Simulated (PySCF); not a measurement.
CaCl, SMILES [Cl][Ca+], charge +1.

Geometry optimised at PBE0-D3(BJ)/def2-TZVPD. The multiplicity is an assumed one; other spin states were not compared.

These are HF/def2-TZVPD in PySCF values and carry that method's errors.

The molecule is in vacuum.

```
Item                                                               Value
------------------------------------------------  ----------------------
total energy                                         -1136.14318 hartree
point group                                                          C∞v
highest occupied level                                         -15.86 eV
lowest empty level                                              -5.43 eV
orbital gap                                                     10.43 eV
dipole moment about the centre of nuclear charge                 11.43 D
mean static polarisability                          25.9 bohr³ (3.84 Å³)
polarisability, principal values                  22.6, 22.6, 32.5 bohr³
```
